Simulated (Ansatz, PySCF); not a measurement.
Dissociation curve of SMILES [AlH3-][OH2+] (H5AlO). The Al1–O5 bond (Al1 also carries H, H, H; O5 carries H, H) is varied alone, starting from the PBE0/def2-TZVP optimised geometry.

- UHF/cc-pVDZ (PySCF)
- RHF/cc-pVDZ (PySCF)
- UKS-wB97X-V = unrestricted wB97X-V/cc-pVDZ run with PySCF 2.14.0
- RKS-wB97X-V = restricted wB97X-V/cc-pVDZ (PySCF)
- UKS-TPSSh = PySCF with unrestricted TPSSh/cc-pVDZ
- RKS-TPSSh = restricted TPSSh/cc-pVDZ in PySCF
- UKS-r2SCAN = unrestricted r2SCAN/cc-pVDZ in PySCF
- RKS-r2SCAN = restricted r2SCAN/cc-pVDZ run with PySCF
- UKS-PBE = unrestricted PBE/cc-pVDZ (Ansatz, a quantum-chemistry and plane-wave program)
- RKS-PBE = restricted PBE/cc-pVDZ in Ansatz
- UKS-B3LYP/6-31G* = unrestricted B3LYP/6-31G*, spherical d in PySCF
- RKS-B3LYP/6-31G* = restricted B3LYP/6-31G*, spherical d run with PySCF
- UKS-M06-2X/6-31G* = PySCF with unrestricted M06-2X/6-31G*, spherical d
- RKS-M06-2X/6-31G* = restricted M06-2X/6-31G*, spherical d (PySCF 2.14.0)
- UKS-BP86/6-31G* = unrestricted BP86/6-31G*, spherical d (PySCF 2.14.0)
- RKS-BP86/6-31G* = restricted BP86/6-31G*, spherical d (PySCF)

Scanned distances (Å): 1.63, 1.73, 1.82, 1.92, 1.98, 2.03, 2.11, 2.17, 2.25, 2.34, 2.50, 2.73, 3.02, 3.36, 3.69, 4.02, 4.52, 4.99, 5.46, 6.05, 7.17.

**Question.** Where does the unrestricted solution first break spin symmetry (<S²> of 0.01 or more)?

**Answer.** UHF: at none of the points with a result; UKS-wB97X-V: at none of the points with a result; UKS-TPSSh: at none of the points with a result; UKS-r2SCAN: at none of the points with a result; UKS-PBE: at none of the points with a result; UKS-B3LYP/6-31G*: at none of the points with a result; UKS-M06-2X/6-31G*: at none of the points with a result; UKS-BP86/6-31G*: at none of the points with a result.

```
R / Å  <S²> UHF  E(RHF) − E(UHF) / eV  <S²> UKS-wB97X-V  E(RKS-wB97X-V) − E(UKS-wB97X-V) / eV  <S²> UKS-TPSSh  E(RKS-TPSSh) − E(UKS-TPSSh) / eV  <S²> UKS-r2SCAN  E(RKS-r2SCAN) − E(UKS-r2SCAN) / eV  <S²> UKS-PBE  E(RKS-PBE) − E(UKS-PBE) / eV  <S²> UKS-B3LYP/6-31G*  E(RKS-B3LYP/6-31G*) − E(UKS-B3LYP/6-31G*) / eV  <S²> UKS-M06-2X/6-31G*  E(RKS-M06-2X/6-31G*) − E(UKS-M06-2X/6-31G*) / eV  <S²> UKS-BP86/6-31G*  E(RKS-BP86/6-31G*) − E(UKS-BP86/6-31G*) / eV
-----  --------  --------------------  ----------------  ------------------------------------  --------------  --------------------------------  ---------------  ----------------------------------  ------------  ----------------------------  ---------------------  ----------------------------------------------  ----------------------  ------------------------------------------------  --------------------  --------------------------------------------
1.63       0.00                 0.000              0.00                                 0.000            0.00                             0.000             0.00                               0.000          0.00                         0.000                   0.00                                           0.000                    0.00                                             0.000                  0.00                                         0.000
1.73       0.00                 0.000              0.00                                 0.000            0.00                             0.000             0.00                               0.000          0.00                         0.000                   0.00                                           0.000                    0.00                                             0.000                  0.00                                         0.000
1.82       0.00                 0.000              0.00                                 0.000            0.00                             0.000             0.00                               0.000          0.00                         0.000                   0.00                                           0.000                    0.00                                             0.000                  0.00                                         0.000
1.92       0.00                 0.000              0.00                                 0.000            0.00                             0.000             0.00                               0.000          0.00                         0.000                   0.00                                           0.000                    0.00                                             0.000                  0.00                                         0.000
1.98       0.00                 0.000              0.00                                 0.000            0.00                             0.000             0.00                               0.000          0.00                         0.000                   0.00                                           0.000                    0.00                                             0.000                  0.00                                         0.000
2.03       0.00                 0.000              0.00                                 0.000            0.00                             0.000             0.00                               0.000          0.00                         0.000                   0.00                                           0.000                    0.00                                             0.000                  0.00                                         0.000
2.11       0.00                 0.000              0.00                                 0.000            0.00                             0.000             0.00                               0.000          0.00                         0.000                   0.00                                           0.000                    0.00                                             0.000                  0.00                                         0.000
2.17       0.00                 0.000              0.00                                 0.000            0.00                             0.000             0.00                               0.000          0.00                         0.000                   0.00                                           0.000                    0.00                                             0.000                  0.00                                         0.000
2.25       0.00                 0.000              0.00                                 0.000            0.00                             0.000             0.00                               0.000          0.00                         0.000                   0.00                                           0.000                    0.00                                             0.000                  0.00                                         0.000
2.34       0.00                 0.000              0.00                                 0.000            0.00                             0.000             0.00                               0.000          0.00                         0.000                   0.00                                           0.000                    0.00                                             0.000                  0.00                                         0.000
2.50       0.00                 0.000              0.00                                 0.000            0.00                             0.000             0.00                               0.000          0.00                         0.000                   0.00                                           0.000                    0.00                                             0.000                  0.00                                         0.000
2.73       0.00                 0.000              0.00                                 0.000            0.00                             0.000             0.00                               0.000          0.00                         0.000                   0.00                                           0.000                    0.00                                             0.000                  0.00                                         0.000
3.02       0.00                 0.000              0.00                                 0.000            0.00                             0.000             0.00                               0.000          0.00                         0.000                   0.00                                           0.000                    0.00                                             0.000                  0.00                                         0.000
3.36       0.00                 0.000              0.00                                 0.000            0.00                             0.000             0.00                               0.000          0.00                         0.000                   0.00                                           0.000                    0.00                                             0.000                  0.00                                         0.000
3.69       0.00                 0.000              0.00                                 0.000            0.00                             0.000             0.00                               0.000          0.00                         0.000                   0.00                                           0.000                    0.00                                             0.000                  0.00                                         0.000
4.02       0.00                 0.000              0.00                                 0.000            0.00                             0.000             0.00                               0.000          0.00                         0.000                   0.00                                           0.000                    0.00                                             0.000                  0.00                                         0.000
4.52       0.00                 0.000              0.00                                 0.000            0.00                             0.000             0.00                               0.000          0.00                         0.000                   0.00                                           0.000                    0.00                                             0.000                  0.00                                         0.000
4.99       0.00                 0.000              0.00                                 0.000            0.00                             0.000             0.00                               0.000          0.00                         0.000                   0.00                                           0.000                    0.00                                             0.000                  0.00                                         0.000
5.46       0.00                 0.000              0.00                                 0.000            0.00                             0.000             0.00                               0.000          0.00                         0.000                   0.00                                           0.000                    0.00                                             0.000                  0.00                                         0.000
6.05       0.00                 0.000              0.00                                 0.000            0.00                             0.000             0.00                               0.000          0.00                         0.000                   0.00                                           0.000                    0.00                                             0.000                  0.00                                         0.000
7.17       0.00                 0.000              0.00                                 0.000            0.00                             0.000             0.00                               0.000          0.00                         0.000                   0.00                                           0.000                    0.00                                             0.000                  0.00                                         0.000
```
